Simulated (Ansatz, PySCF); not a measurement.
C3H5NOSi, SMILES N#CC[SiH2]C=O. Atoms are numbered in the order given.

```xyz
11

N      2.4133     0.6032     2.1326
C      1.4563     0.1998     1.6168
C      0.2692    -0.2757     0.9273
Si     0.0756     0.4658    -0.8151
C     -1.5550    -0.3323    -1.4879
O     -2.1753    -1.1133    -0.8010
H     -0.6359    -0.0319     1.5076
H      0.2931    -1.3738     0.8330
H      1.2216     0.1001    -1.6925
H     -0.0650     1.9472    -0.7637
H     -1.9277    -0.0709    -2.5183
```

Geometry: B3LYP-D3(BJ)/def2-SVP. This is a generated structure with no PubChem entry under its InChIKey; it may be hypothetical. The values are those of a single conformer.

Two levels are set side by side: PBE-D3(BJ)/def2-SVP (Ansatz, an electronic-structure program) and B3LYP-D3(BJ)/def2-SVP (Ansatz). Each level has its own optimised geometry; the coordinates shown are those of the second. Frequencies come from the Hessian of PySCF at each geometry. Differences are taken from unrounded values.

| quantity | B3LYP-D3(BJ) |
|---|---|
| mean bond length (Å) | 1.397 |
| bond N1–C2 (Å) | 1.160 |
| bond C2–C3 (Å) | 1.453 |
| bond C3–Si4 (Å) | 1.904 |
| bond Si4–C5 (Å) | 1.936 |
| bond C5–O6 (Å) | 1.211 |
| bond C3–H7 (Å) | 1.102 |
| bond C3–H8 (Å) | 1.102 |
| bond Si4–H9 (Å) | 1.489 |
| bond Si4–H10 (Å) | 1.489 |
| bond C5–H11 (Å) | 1.127 |
| highest harmonic wavenumber (cm⁻¹) | 3109 |
| mean harmonic wavenumber (cm⁻¹) | 1156 |
| zero-point energy (kcal/mol) | 44.63 |

What does PBE-D3(BJ) give, and how far is it from B3LYP-D3(BJ)? (An estimate is asked for; the answer gives what the named calculation found.)


| quantity | PBE-D3(BJ) | PBE-D3(BJ) minus B3LYP-D3(BJ) |
|---|---|---|
| mean bond length (Å) | 1.407 | 0.009 |
| bond N1–C2 (Å) | 1.173 | 0.013 |
| bond C2–C3 (Å) | 1.452 | -0.001 |
| bond C3–Si4 (Å) | 1.911 | 0.007 |
| bond Si4–C5 (Å) | 1.947 | 0.011 |
| bond C5–O6 (Å) | 1.219 | 0.008 |
| bond C3–H7 (Å) | 1.111 | 0.008 |
| bond C3–H8 (Å) | 1.111 | 0.008 |
| bond Si4–H9 (Å) | 1.503 | 0.014 |
| bond Si4–H10 (Å) | 1.503 | 0.014 |
| bond C5–H11 (Å) | 1.137 | 0.011 |
| highest harmonic wavenumber (cm⁻¹) | 3048 | -61 |
| mean harmonic wavenumber (cm⁻¹) | 1118 | -38 |
| zero-point energy (kcal/mol) | 43.17 | -1.46 |

Exact exchange shortens and stiffens bonds; PBE has none. Differences between two approximate levels are no errors against the true value.
